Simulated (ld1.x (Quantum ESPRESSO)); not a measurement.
How hard is this caesium (Cs) TM potential?

- Element: Cs (Z = 55)
- Generator: ld1.x (Quantum ESPRESSO) 7.5
- Type: norm-conserving Troullier–Martins (Kleinman–Bylander form)
- Functional: BP86
- Relativity: scalar-relativistic
- Frozen core: [Xe]
- Valence charge: 1
- Reference configuration: 5d1 6s0 6p0
- Partial waves: 6s (bound, empty): rc 4.20 bohr; 6p (bound, empty): rc 4.20 bohr; 5d (bound): rc 4.20 bohr
- Local potential: all-electron potential smoothed inside 3.40 bohr (lloc = -1)
- Core correction: Bessel-smoothed model core, default radius (core density twice the valence density)

The pseudo-atom Hamiltonian at the reference potential is diagonalised in spherical Bessel functions j_l(qr) that vanish at 20 bohr, with q² up to the cutoff. All-electron valence levels (Ry): 6s -0.1696, 6p -0.0753, 5d -0.0484.

Task: How do the lowest levels (Ry) of each channel move with the cutoff, and are there ghosts?

Result:

```tsv
cutoff (Ry)	s #1	s #2	p #1	p #2	d #1	f #1	f #2	Σ f·Δε (mRy)
8	-0.6212	-0.1699	-0.0746	0.0302	-0.0478	0.0467	0.1665	0.1
10	-0.6229	-0.1700	-0.0746	0.0301	-0.0480	0.0467	0.1665	0.0
12	-0.6231	-0.1700	-0.0746	0.0301	-0.0480	0.0467	0.1665	0.0
400	-0.6233	-0.1700	-0.0746	0.0300	-0.0480	0.0467	0.1665	0.0
```

Result: ghost state, extra bound levels that the all-electron valence spectrum of the same l lacks: s at -8.5 eV (a true bound ghost makes a file unfit for plane-wave use); 10 mRy is reached at 6 Ry and 1 mRy at 8 Ry.
